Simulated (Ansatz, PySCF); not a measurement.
Species: C3HO, charge 0, multiplicity 2. It need not be the lowest isomer of its formula. 
Coordinates optimised at B3LYP-D3(BJ)/def2-TZVP (Ansatz, a quantum-chemistry and plane-wave program):
SMILES: C(=C=O)=[CH]
```xyz
5

C     -1.9021    -0.1287    -0.0972
C     -0.6442    -0.1607    -0.0129
C      0.6248     0.1100     0.0203
O      1.7849     0.2333     0.0719
H     -2.7498    -0.7901    -0.0370
```
Charge 0, spin multiplicity 2.

Total electronic energies in hartree. Correlated levels leave the core frozen unless marked. Open shells are spin-unrestricted. No spin-orbit coupling. No relativistic terms. Basis-set limits of correlation are two-point, X^-3; Hartree-Fock from the larger set. The bracket is a focal-point correction in the basis named.

The UHF reference is spin-contaminated (<S^2> 0.37 over the pure value in the largest basis). The T1 diagnostic of CCSD in the largest basis is 0.049, which is high, so the coupled-cluster rows are less sure than usual.

```
level                                                     program  energy (Eh)
-------------------------------------------------  --------------  -----------
RI-HF/aug-cc-pVTZ                                          Ansatz   -188.99087
M06-L/def2-TZVPD                                            PySCF            …
B97M-V/def2-TZVPD                                          Ansatz   -190.06573
PBE0-D4/def2-TZVPD                                 Ansatz + dftd4   -189.86022
BHLYP-D3(BJ)/def2-TZVPD                            Ansatz + dftd3   -189.97187
LC-wPBE-D3(BJ)/def2-TZVPD                          Ansatz + dftd3   -189.93183
LC-wPBE/def2-TZVPD                                         Ansatz   -189.92938
MP2/6-31G                                                  Ansatz   -189.17480
RI-MP2/CBS(cc-pVTZ,cc-pVQZ)+[CCSD(T)-MP2]/cc-pVTZ          Ansatz    -189.7726
```

Task: What belongs in the gaps?

Result: 
- M06-L/def2-TZVPD, energy (Eh): -190.06296
